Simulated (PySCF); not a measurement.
Sn(H)(OMe) (CH4OSn), SMILES [O]([SnH])C (connectivity only; charge and spin as stated), neutral, multiplicity 1. Atoms are numbered in the order given.

```xyz
7

Sn    -0.0015     0.6546     0.0000
H     -1.7694     0.2473     0.0000
O      0.5678    -1.2693     0.0000
C     -0.2281    -2.4226     0.0000
H     -0.0074    -3.0426     0.8900
H     -0.0074    -3.0426    -0.8900
H     -1.3141    -2.2015     0.0000
```
Charge 0, spin multiplicity 1.

The structure is a stationary point at B3LYP-D3(BJ)/def2-SVP. The def2 effective core potentials stand for the cores of Sn; spin–orbit coupling is left out.

Level of theory: TDA-M06-2X/def2-SVPD in PySCF.

Vertical excitations. Isolated molecule, no solvent. State labels are in the subgroup Cs.

```tsv
state	symmetry	energy (eV)	λ (nm)	f	main pairs
S1	A"	3.15	394	0.033	HOMO→LUMO 98 %
S2	A"	4.50	276	0.010	HOMO−2→LUMO 97 %
S3	A'	5.14	241	0.048	HOMO−1→LUMO 89 %
S4	A'	5.44	228	0.107	HOMO→LUMO+1 90 %
S5	A'	6.28	197	0.241	HOMO→LUMO+2 97 %
S6	A"	6.59	188	0.002	HOMO−1→LUMO+1 90 %
S7	A'	6.90	180	0.110	HOMO−2→LUMO+1 86 %
S8	A'	7.42	167	0.394	HOMO→LUMO+3 86 %
S9	A"	7.63	162	0.001	HOMO−3→LUMO 55 %, HOMO→LUMO+5 25 %, HOMO−1→LUMO+2 11 %
S10	A"	7.74	160	0.020	HOMO−1→LUMO+2 70 %, HOMO→LUMO+5 18 %
T1	A"	1.90	652	0	HOMO→LUMO 96 %
T2	A'	4.12	301	0	HOMO−1→LUMO 87 %
T3	A'	4.18	297	0	HOMO→LUMO+1 80 %
T4	A"	4.25	292	0	HOMO−2→LUMO 95 %
```
Triplets are in the Tamm–Dancoff approximation.
